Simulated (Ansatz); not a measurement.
`N[SiH2][SiH3]` + `OCO` → `N[SiH2]OCO` + SiH₄  (cleavage of the Si–Si bond)

Gas-phase electronic energies from Ansatz, PBE0-D4/def2-TZVP geometries. CCSD(T)/CBS is the MP2 limit (def2-TZVPP, def2-QZVPP) plus CCSD(T) − MP2 in def2-TZVPP, frozen cores. This one scheme is used for every species. One conformer a species, not always the lowest.

`N[SiH2][SiH3]`:

```xyz
10

N     1.787    0.028   -0.089
Si    0.304    0.536    0.629
Si   -1.470   -0.408   -0.572
H     1.944   -0.951   -0.267
H     2.648    0.482    0.172
H     0.259    2.021    0.554
H     0.129    0.179    2.073
H    -1.308   -1.889   -0.644
H    -1.528    0.119   -1.961
H    -2.764   -0.117    0.105
```

`OCO`:

Cartesian coordinates in Å:
```
O -0.471 1.123 0.058
C 0.367 0.031 -0.181
O -0.175 -1.178 0.261
H -1.287 0.982 -0.431
H 1.305 0.271 0.330
H 0.559 -0.113 -1.249
H -0.298 -1.117 1.213
```

`N[SiH2]OCO`:

Cartesian coordinates in Å:
```
N -0.417 -0.584 2.323
Si -0.008 0.330 0.947
O -0.289 -0.501 -0.462
C 0.414 -0.237 -1.639
O 0.143 1.031 -2.155
H 0.068 -1.435 2.555
H -1.359 -0.587 2.674
H -0.847 1.551 1.002
H 1.445 0.646 0.961
H 0.145 -1.027 -2.350
H 1.495 -0.253 -1.464
H -0.789 1.066 -2.392
```

SiH₄:

Z-matrix (Å, degrees):
```
Si
H 1 1.485
H 1 1.485 2 109.5
H 1 1.485 2 109.5 3 -120.0
H 1 1.485 2 109.5 3 120.0
```

| species | CCSD(T)/CBS(def2) energy (Eh) |
| --- | --- |
| `N[SiH2][SiH3]` | -637.08297 |
| `OCO` | -190.79619 |
| `N[SiH2]OCO` | -536.45805 |
| SiH₄ | -291.46306 |

Work out ΔE.

ΔE = (-536.45805) + (-291.46306) − (-637.08297) − (-190.79619) = -0.04195 Eh = -1.14 eV.

Largest T1 diagnostic among the species: 0.011.

In def2-TZVPP, CCSD(T) changes the Hartree–Fock value by +0.17 eV (the triples alone add +0.02 eV) and MP2 by +0.10 eV. From PBE to PBE0 (25 % exact exchange), in def2-TZVPP and without D4, ΔE moves by −0.06 eV.
